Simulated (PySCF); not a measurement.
C₇H₁₃B.
SMILES with atom numbers: `[CH2:1]=[CH:2][CH2:3][C@H:4]1[CH2:5][BH:6][CH2:7][CH2:8]1`

Cartesian coordinates in Å at the PBE0-D3(BJ)/def2-SVP level; atoms count from 1:
```
atom  x, y, z in Å
C1     3.4253    0.5124    0.7369
C2     2.5270    0.0909   -0.1543
C3     1.2798   -0.6668    0.1730
C4    -0.0068    0.0938   -0.1518
C5    -0.2168    0.4538   -1.6332
B6    -1.7689    0.5976   -1.7992
C7    -2.4279    0.0415   -0.4895
C8    -1.2814   -0.6646    0.2432
H9     4.3142    1.0738    0.4365
H10    3.3056    0.3065    1.8060
H11    2.6889    0.3220   -1.2154
H12    1.2863   -0.9404    1.2415
H13    1.2685   -1.6166   -0.3959
H14    0.0143    1.0413    0.4200
H15    0.0210   -0.4315   -2.2681
H16    0.4135    1.2688   -2.0201
H17   -2.3479    1.0525   -2.7604
H18   -2.7138    0.9690    0.0552
H19   -3.3597   -0.5358   -0.5885
H20   -1.4104   -0.7203    1.3364
H21   -1.2016   -1.7072   -0.1165
```

NICS is the negative of the GIAO shielding at a point without a nucleus: at the ring centre (0) and 1 Å above and below it (1); zz is the component along the ring normal. Level: GIAO CAM-B3LYP/pcSseg-1 (PySCF, non-relativistic, gas phase) on the PBE0-D3(BJ)/def2-SVP geometry, one conformer.

Ring bond lengths (Å): C4–C5 1.539, C5–B6 1.568, B6–C7 1.568, C7–C8 1.533, C8–C4 1.535.

**Question.** Give the NICS values of each ring in ppm.

**Answer.** 
| ring | type | NICS(0) | NICS(1), two faces | NICS(1)zz, two faces | rms pucker (Å) | centre to ring atoms, mean (Å) |
| --- | --- | --- | --- | --- | --- | --- |
| C4–C5–B6–C7–C8 | 5-membered ring with B; formal bonds all single | 0.4 | -3.3 / -3.3 | -2.0 / -2.5 | 0.16 | 1.30 |

**Question.** What can be read from them?

**Answer.** 
- C4–C5–B6–C7–C8: mean NICS(1)zz -2.3 ppm, near zero. C4, C5, C7, C8 have four or more neighbours, and the NICS criterion for π rings isn't applied.

**Question.** What field does 9.4 T along the ring normal induce along that normal at the first NICS(1) probe listed for ring C4–C5–B6–C7–C8, 1 Å off the ring?

**Answer.** NICSzz × B0 = -2.0 ppm × 9.4 T = -19 μT, against the applied field.

**Question.** How do the values depend on the level or the medium?

**Answer.** 
| level | NICS(0), C4–C5–B6–C7–C8 | mean NICS(1)zz, C4–C5–B6–C7–C8 |
| --- | --- | --- |
| CAM-B3LYP/pcSseg-1, gas | 0.4 | -2.3 |
| PBE0/pcSseg-1, gas | 0.1 | -2.4 |

The geometry is the same throughout.
